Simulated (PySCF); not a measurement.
# Ionising RbBi

PBE; basis Rb def2-SVPD with ECP28, Bi def2-SVPD with ECP60; scalar-relativistic core potentials; PySCF 2.14. Neutral (UKS): triplet (π ↑↑), Re = 3.576 Å, ωe = 90.4 cm⁻¹, De = 1.12 eV, HOMO -3.01 eV, LUMO -2.37 eV.

RbBi⁺ (UKS): quartet (σ ↑, π ↑↑), Re = 4.087 Å, ωe = 38.5 cm⁻¹. The energies at the minima are -238.75469 hartree for RbBi and -238.56329 for RbBi⁺.

(1) Work out the adiabatic ionisation energy, without and with harmonic zero-point energies (1 hartree = 27.2114 eV, 1 eV = 8065.5 cm⁻¹), and the change of the bond length.

Spin–orbit coupling is left out, which matters for elements this heavy, above all for dissociation energies. States were picked by a PBE0 search and need not be the measured ground states.

Answers

(1) At PBE: 0.19140 hartree = 5.208 eV between the minima; the zero-point term (38.5 − 90.4)/2 cm⁻¹ = -0.003 eV makes it 5.205 eV. Re changes by +51.1 pm against the neutral. The electron leaves a σ orbital, and the ion is left as a loose complex of an ion and an atom.
